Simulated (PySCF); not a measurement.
Cr⁺: ionisation energy

Cr⁺ [Ar] 3d5 (6S) → Cr²⁺ [Ar] 3d4 (5D), as a difference of total energies. All numbers are calculated (PySCF 2.14, no relativity, point nucleus, in def2-QZVPPD). Correlated levels: valence: [Ar] frozen; valence and next inner shell: [Ne] frozen. The calculations carry no spin-orbit coupling.

```csv
method,ionisation energy (eV)
UHF,15.118
LDA,17.640
PBE,17.269
PBE0,16.917
r2SCAN,16.970
CAM-B3LYP,16.897
wB97X-V,16.609
HSE06,16.917
B2PLYP,16.499
MP2 (valence),16.117
SCS-MP2 (valence),15.451
MP2 (valence and next inner shell),16.826
SCS-MP2 (valence and next inner shell),16.144
```

Task: How much does correlation contribute at MP2 (valence and next inner shell)?

Result: 16.826 − (15.118) = 1.708 eV, measured against UHF.

A first-order spin-orbit estimate (lowest level to lowest level, LS coupling) adds -0.047 eV.

These non-relativistic numbers lack the scalar-relativistic shift.

Errors of the correlated levels include the incompleteness of this basis and the frozen core.

For comparison: 16.486 eV (measured; NIST Atomic Spectra Database, ionization energies).
